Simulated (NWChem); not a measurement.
Total energies of CClF

```
C
F 1 1.2918
Cl 1 1.7615 2 106.66
```
Charge 0, spin multiplicity 1.

The numbers come from NWChem runs, not from measurements. All single points use one geometry, from B3LYP/def2-SVP, a minimum by its harmonic frequencies.

Basis set: cc-pVTZ (94 functions).

```
method   total energy (Ha)  relative cost
-------  -----------------  -------------
RHF             -596.77562              1
MP2             -597.34928              3
B2PLYP          -597.90296              3
PBE             -597.79332        under 3
B3LYP           -598.13174        under 3
r2SCAN          -598.02339        under 3
CCSD(T)         -597.39814             50
```

Total energies of different functionals aren't comparable as a measure of quality: only differences taken within one method are. The cost column gives rough processor time relative to RHF; each entry includes its own SCF.

The correlated methods keep 7 core orbitals frozen. B3LYP has NWChem's definition, with VWN1-RPA local correlation. The structure started from a generated list of species. No row is a measurement; the coupled-cluster row has its own basis-set and correlation limits.
